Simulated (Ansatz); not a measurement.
Several settings on one geometry of SbSbSbSb tetrahedron (Sb₄) (that of the charge 0 singlet, r2SCAN-D4/def2-SVP). Ansatz on 4 threads of Arm Neoverse V1 on a shared host; times are rough.

```tsv
atom	x (Å)	y (Å)	z (Å)
Sb1	-1.472	0.602	-0.706
Sb2	-0.384	-1.097	1.295
Sb3	0.930	1.331	0.624
Sb4	0.926	-0.836	-1.213
```

Totals from different functionals, basis sets or treatments of relativity can't be compared as stabilities.

In the def2 sets Sb takes a core potential; there is no spin–orbit coupling.

The spins typed aren't always the lowest for that charge.

(1) Give the basis size and estimate the energy, ⟨S²⟩ and time of these runs.

```json
{"run": "1", "method": "UKS r2SCAN50/STO-3G", "charge": "0", "state": "triplet", "further keys": "scf: {lower_state_search: off}; forces asked"}
{"run": "2", "method": "RKS ωB97X/def2-mTZVPP", "charge": "0", "state": "singlet", "further keys": "nuclear_model: gaussian"}
{"run": "3", "method": "RKS PBE0/def2-mTZVPP", "charge": "0", "state": "singlet", "further keys": "pseudopotentials: {relativity: none}; scf: {lower_state_search: light}"}
```

Answers

(1) 
```tsv
run	functions	energy (Eh)	⟨S²⟩	wall time
1	108	-25015.4621	2.00	18 s
2	144	-961.3125	–	9 s
3	144	-961.2015	–	3.5 s
```
